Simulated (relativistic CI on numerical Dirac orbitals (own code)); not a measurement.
# Mo⁵⁺: L-alpha,beta X-ray emission

Computed with this model: Dirac-Coulomb-Breit CI, KLI orbitals optimised for each configuration, model QED (radiative potential, 1s self-energy scaled to tabulated hydrogen-like ionisation energies), valence Slater integrals scaled by 0.7, multiplet model of X-ray emission after core ionisation; configurations [Kr] 4d → [He] 2s2 2p5 3s2 3p6 3d10 4s2 4p6 4d → [Ar] 3d9 4s2 4p6 4d; 80 K; Lorentzian 2 eV and Gaussian 0.6 eV FWHM. Energies are those of the free ion, without screening or charge transfer. S is read from ⟨S²⟩ = S(S + 1).

Computed curve for free ion, scaled to 100 at the maximum (points under 2 are left out and the grid is thinned):

```json
{"Energy (eV)": "2287.0", "Intensity": "2.1"}
{"Energy (eV)": "2287.8", "Intensity": "2.5"}
{"Energy (eV)": "2288.6", "Intensity": "3.2"}
{"Energy (eV)": "2289.4", "Intensity": "4.4"}
{"Energy (eV)": "2290.2", "Intensity": "6.5"}
{"Energy (eV)": "2291.0", "Intensity": "10.7"}
{"Energy (eV)": "2291.8", "Intensity": "17.3"}
{"Energy (eV)": "2292.6", "Intensity": "22.6"}
{"Energy (eV)": "2293.4", "Intensity": "27.5"}
{"Energy (eV)": "2294.2", "Intensity": "43.7"}
{"Energy (eV)": "2295.0", "Intensity": "80.6"}
{"Energy (eV)": "2295.8", "Intensity": "98.2"}
{"Energy (eV)": "2296.6", "Intensity": "62.8"}
{"Energy (eV)": "2297.4", "Intensity": "31.5"}
{"Energy (eV)": "2298.2", "Intensity": "16.7"}
{"Energy (eV)": "2299.0", "Intensity": "10.1"}
{"Energy (eV)": "2299.8", "Intensity": "6.7"}
{"Energy (eV)": "2300.6", "Intensity": "4.8"}
{"Energy (eV)": "2301.4", "Intensity": "3.6"}
{"Energy (eV)": "2302.2", "Intensity": "2.8"}
{"Energy (eV)": "2303.0", "Intensity": "2.2"}
{"Energy (eV)": "2388.8", "Intensity": "2.6"}
{"Energy (eV)": "2389.6", "Intensity": "3.0"}
{"Energy (eV)": "2390.4", "Intensity": "2.3"}
{"Energy (eV)": "2391.2", "Intensity": "2.1"}
{"Energy (eV)": "2392.0", "Intensity": "2.3"}
{"Energy (eV)": "2392.8", "Intensity": "2.9"}
{"Energy (eV)": "2393.6", "Intensity": "4.1"}
{"Energy (eV)": "2394.4", "Intensity": "6.2"}
{"Energy (eV)": "2395.2", "Intensity": "10.7"}
{"Energy (eV)": "2396.0", "Intensity": "21.1"}
{"Energy (eV)": "2396.8", "Intensity": "40.0"}
{"Energy (eV)": "2397.6", "Intensity": "52.1"}
{"Energy (eV)": "2398.4", "Intensity": "37.2"}
{"Energy (eV)": "2399.2", "Intensity": "20.3"}
{"Energy (eV)": "2400.0", "Intensity": "11.5"}
{"Energy (eV)": "2400.8", "Intensity": "6.7"}
{"Energy (eV)": "2401.6", "Intensity": "4.3"}
{"Energy (eV)": "2402.4", "Intensity": "2.9"}
{"Energy (eV)": "2403.2", "Intensity": "2.1"}
```

The ground state has S = 0.50, and the centroid lies at 2330.09 eV.
